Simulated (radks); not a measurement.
Results of a calculation; reference values are marked as such.
Neutral scandium inside a hard spherical wall (all orbitals vanish at R), configuration held at [Ar] 3d1 4s2 and not refilled when levels cross. Level of theory: scalar-relativistic Kohn-Sham, LDA (Slater exchange, VWN5 correlation), spin-unpolarised, spherical densities, finite nucleus; Fermi nuclear charge, rms radius 3.5459 fm (a radial shooting solver on a logarithmic mesh with Libxc functionals). Eigenvalues in eV, with the zero of energy where the potential of the charges vanishes at infinity; a dash marks a level that is unbound or too diffuse for the functional's potential to be trusted. A positive occupied level is held by the wall or, in an anion where self-interaction has pushed it up, behind a barrier. The pressure on the wall is -dE/dV.

| R (bohr) | E (hartree) | kinetic (hartree) | e(3s) | e(3p) | e(4s) | e(3d) | e(4p, empty) | e(5s, empty) | pressure (GPa) |
|---|---|---|---|---|---|---|---|---|---|
| free | -762.32586 | 767.648 | -54.718 | -33.572 | -4.291 | -3.429 | -1.518 | -0.071 | 0 |
| 20 | -762.32586 | 767.648 | -54.718 | -33.572 | -4.291 | -3.429 | -1.518 | 0.040 | < 0.0001 |
| 8 | -762.31573 | 767.719 | -54.217 | -33.076 | -3.880 | -2.976 | -0.726 | 5.110 | 0.377 |
| 7 | -762.29804 | 767.814 | -53.674 | -32.540 | -3.373 | -2.487 | 0.076 | 8.371 | 1.34 |
| 6 | -762.24980 | 768.028 | -52.636 | -31.522 | -2.249 | -1.542 | 1.725 | 14.326 | 4.99 |
| 5 | -762.11424 | 768.534 | -50.716 | -29.652 | 0.372 | 0.275 | 5.320 | 26.017 | 20.7 |
| 4 | -761.69720 | 769.900 | -47.111 | -26.162 | 7.235 | 3.995 | 14.087 | 51.654 | 106 |
| 3.5 | -761.18023 | 771.531 | -44.014 | -23.138 | 14.902 | 7.484 | 23.320 | 76.531 | 275 |
| 3 | -760.09128 | 774.952 | -38.981 | -18.088 | 29.666 | 13.519 | 40.194 | 119.11 | 829 |
| 2.5 | -757.50013 | 782.916 | -29.636 | -8.300 | 60.864 | 25.188 | 73.858 | 198.48 | 3010 |
| 1.5 | -726.35994 | 863.185 | 50.841 | 77.127 | 335.85 | 113.08 | 343.88 | 775.30 | 91100 |
